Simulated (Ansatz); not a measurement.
CH5GaOS, SMILES `C[O][GaH][SH]` from Hartree–Fock to CCSD(T)

```xyz
9

C    -1.010    0.826   -0.324
O    -0.245    0.694    0.844
Ga    1.067   -0.491    1.054
S     1.513   -1.835   -0.629
H    -1.568   -0.088   -0.564
H    -1.737    1.629   -0.173
H    -0.399    1.091   -1.197
H     1.822   -0.515    2.405
H     0.557   -1.312   -1.416
```

Charge 0, multiplicity 1. Correlated methods include outer-core shells of Ga, which these sets cover unevenly. Scalar relativity is left out up to krypton. The structure was optimised at the PBE0-D4/def2-TZVP level. It is one conformer, not always the lowest. Frozen core, restricted reference, Ansatz.

| basis | HF (Eh) | MP2 corr. | CCSD corr. | (T) | CCSD(T) total |
| --- | --- | --- | --- | --- | --- |
| def2-SVP | ? | -0.67373 | ? | -0.02061 | ? |
| def2-TZVPP | ? | ? | -0.84984 | -0.03499 | ? |
| def2-QZVPP | -2436.59134 | -1.11342 | – | – | – |

Question: Fill in the withheld values. (An estimate is asked.)

Answer: Computed: def2-SVP HF (Eh): -2436.00864; def2-SVP CCSD corr.: -0.70419; def2-SVP CCSD(T) total: -2436.73344; def2-TZVPP HF (Eh): -2436.53397; def2-TZVPP MP2 corr.: -0.81984; def2-TZVPP CCSD(T) total: -2437.41880.
